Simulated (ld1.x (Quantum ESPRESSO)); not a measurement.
**Pseudopotential generation for thulium: PAW, LDA (PZ), scalar-relativistic.**

| Property | Result |
| --- | --- |
| Element | thulium (Tm) |
| Generator | ld1.x (Quantum ESPRESSO) 7.5 |
| Type | PAW |
| Functional | LDA (PZ) |
| Relativity | scalar-relativistic |
| Frozen core | [Kr] 4d10 |
| Valence charge | 23 |
| Reference configuration | 4f13 5s2 5p6 5d0 6s2 6p0 |
| Partial waves | 5s (bound): rcut 1.75, rcutus 2.15 bohr; 6s (bound): rcut 1.75, rcutus 2.15 bohr; 5p (bound): rcut 2.05, rcutus 2.25 bohr; 6p (bound, empty): rcut 2.05, rcutus 2.25 bohr; 5d (bound, empty): rcut 2.10, rcutus 2.80 bohr; 5d channel at 2.2 Ry: rcut 2.10, rcutus 2.80 bohr; 4f (bound): rcut 0.80, rcutus 1.00 bohr; 4f channel at 3.65 Ry: rcut 0.80, rcutus 1.00 bohr |
| Local potential | all-electron potential smoothed inside 2.75 bohr (lloc = -1) |
| Core correction | Bessel-smoothed model core inside 0.70 bohr |
| Augmentation charge | BESSEL, radius 0.90 bohr |

Poles of the logarithmic derivatives, all-electron (AE) and pseudo (PS). s: poles at -3.9, 1.8 (AE) and -3.9, 1.8 (PS) Ry. p: poles at -1.9, 3.1 (AE) and -1.9, 3.0 (PS) Ry. d: poles at 0.6 (AE) and 0.6, 5.0 (PS) Ry. f: poles at -0.2, 3.3 (AE) and -0.2, 3.3 (PS) Ry. Test radius 3.03 bohr.

* Cutoffs needed: 230 Ry and over 300 Ry (the cutoffs (Ry, on a coarse ladder) from which the occupation-weighted sum of valence levels, in a spherical-Bessel basis at the reference potential, stays within 10 and 1 mRy of its value at 400 Ry)
* Ghost test: no extra level below or beside the all-electron valence levels (s, p, d, f tested) (spherical-Bessel basis up to 400 Ry, 20 bohr box)
* Configuration tests: test run stopped at test 3 of 9 (negative rho)
* Lowest eigenvalue of the overlap operator: 0.11 (s channel)
